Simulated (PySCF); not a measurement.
Harmonic spectrum computed at PBE0 in the def2-SVP basis family (core potentials from Rb on, PySCF, no spin–orbit coupling):

```json
{"ω (cm⁻¹)": "68", "IR (km/mol)": "0.3"}
{"ω (cm⁻¹)": "273", "IR (km/mol)": "0.0"}
{"ω (cm⁻¹)": "299", "IR (km/mol)": "0.5"}
```

Which molecule gave it? In each, all ligands are bound to the one heavy central atom.
A. MoSe₂ (triplet)
B. CuSe₂ (quartet)
C. TcSe₂ (quartet)
D. PdSe₂ (triplet)
E. ReSe₂ (quartet)

D. It has C2v symmetry with Pd–Se 2.272 Å (×2).
